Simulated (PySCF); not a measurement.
## Ge: ionisation energy

Ge [Ar] 3d10 4s2 4p2 [4p1/2^2, M_J = 0] → Ge+ [Ar] 3d10 4s2 4p1 [4p1/2^1, M_J = 1/2], as a difference of total energies. Computed with PySCF 2.14 in x2c-SVPall-2c, with the two-component X2C-1e Hamiltonian. Correlated levels: [Ne] frozen. "Screened" scales the spin-orbit matrix elements by Boettger's factors to mimic the two-electron term; Breit and QED terms are absent.

```
                    method  ionisation energy (eV)  error (eV)
           GHF (spin-free)                   7.319      -0.580
          GMP2 (spin-free)                   7.746      -0.153
 GHF (screened spin-orbit)                   7.246      -0.653
GMP2 (screened spin-orbit)                   7.671      -0.228
```

Reference: 7.899 eV (measured; NIST Atomic Spectra Database, ionization energies).

The spin-free rows relax to the high-spin LS determinant and lack the spin-orbit shift.

Errors of the correlated levels include the incompleteness of this basis and the frozen core.

The labels give the starting determinants; with spin-orbit coupling the two ends relaxed to ⟨J²⟩ = 1.75, ⟨L²⟩ = 2.01, ⟨S²⟩ = 2.00 and ⟨J²⟩ = 0.84, ⟨L²⟩ = 2.04, ⟨S²⟩ = 0.76.

The determinant of Ge mixes levels of different J (the jj label is only the starting occupation), so the difference between spin-free and spin-orbit rows is not the physical spin-orbit shift.
